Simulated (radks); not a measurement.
Problem. Species: Ge4-. Configuration: [Kr]. Method: scalar-relativistic Kohn-Sham, LDA (Slater exchange, VWN5 correlation), spin-polarised, spherical densities, finite nucleus; Fermi nuclear charge, rms radius 4.0742 fm; Watson sphere of charge +4 and radius 4.5 bohr; computed with a radial shooting solver on a logarithmic mesh with Libxc functionals. Some entries of the table are withheld. Estimate them.

orbital  occ.  eigenvalue (hartree)  <r^2> (bohr^2)
1s          2                   (1)        0.002981
2s          2             -50.21369         0.05221
2p          6             -43.91544         0.04144
3s          2              -6.05179             (2)
3p          6              -4.12780          0.4945
3d         10              -0.97393          0.7027
4s          2              -0.36910           6.585
4p          6              -0.14716           17.42

Solution. 
(1) 1s eigenvalue (hartree): -401.9613
(2) 3s <r^2> (bohr^2): 0.4515
